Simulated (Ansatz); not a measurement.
Program: Ansatz. Geometries: PBE0-D4/def2-TZVP. ΔE: electronic, gas phase. CCSD(T)/CBS adds triple-zeta CCSD(T) − MP2 to the extrapolated MP2 energy (def2 sets, frozen cores). This one scheme is used for every species. Functionals use def2-TZVPP. B3LYP here is the variant with VWN-RPA as its local correlation; programs differ in this. One conformer a species, not always the lowest.

Consider the formal exchange of groups at the Si–Al bond: `CS[SiH2][AlH][NH2]` + `BCl` → `CS[SiH2]BCl` + `[NH2][AlH2]`.

`CS[SiH2][AlH][NH2]`:

Z-matrix (Å, degrees):
```
C
S 1 1.814
H 1 1.092 2 111.7
H 1 1.090 2 106.9 3 118.8
H 1 1.091 2 110.9 3 -122.7
Si 2 2.151 1 99.8 3 58.2
Al 6 2.450 2 106.7 1 -62.5
H 6 1.489 2 103.8 1 177.2
H 6 1.496 2 109.4 1 62.6
N 7 1.771 6 117.2 2 80.0
H 7 1.586 6 125.4 2 -93.6
H 10 1.008 7 124.7 6 -174.8
H 10 1.007 7 125.2 6 8.9
```

`BCl`:

Cartesian coordinates in Å:
```
B -0.019 -0.146 0.040
Cl 0.198 1.514 -0.408
H -0.433 -0.900 -0.783
H 0.254 -0.468 1.152
```

`CS[SiH2]BCl`:

Z-matrix (Å, degrees):
```
C
S 1 1.816
H 1 1.090 2 111.0
H 1 1.090 2 106.7 3 118.4
H 1 1.089 2 111.2 3 -123.1
Si 2 2.127 1 99.5 3 59.4
B 6 2.020 2 115.3 1 65.4
H 6 1.489 2 105.9 1 -174.6
H 6 1.494 2 110.6 1 -57.4
Cl 7 1.738 6 121.9 2 1.4
H 7 1.195 6 122.2 2 -179.2
```

`[NH2][AlH2]`:

Z-matrix (Å, degrees):
```
N
Al 1 1.766
H 1 1.007 2 124.9
H 1 1.007 2 124.9 3 180.0
H 2 1.583 1 117.9 3 -180.0
H 2 1.583 1 117.9 3 0.0
```

Is it downhill or uphill in electronic energy at CCSD(T)/CBS, and by how much? (An estimate is asked.)

The calculation gave: Uphill: ΔE = +0.23 eV.

What do these levels give: PBE-D4, B3LYP-D4, ωB97X-V, B2PLYP, PBE, r2SCAN, PBE0, HF/def2-TZVPP, CCSD/def2-TZVPP, CCSD(T)/def2-TZVPP, HF/CBS(def2), CCSD/CBS(def2)? (Best estimate.)

The calculation gave: PBE-D4 0.27, B3LYP-D4 0.23, ωB97X-V 0.21, B2PLYP 0.24, PBE 0.28, r2SCAN 0.24, PBE0 0.28, HF/def2-TZVPP 0.23, CCSD/def2-TZVPP 0.24, CCSD(T)/def2-TZVPP 0.24, HF/CBS(def2) 0.23, CCSD/CBS(def2) 0.23 eV.

Largest T1 diagnostic among the species: 0.012.
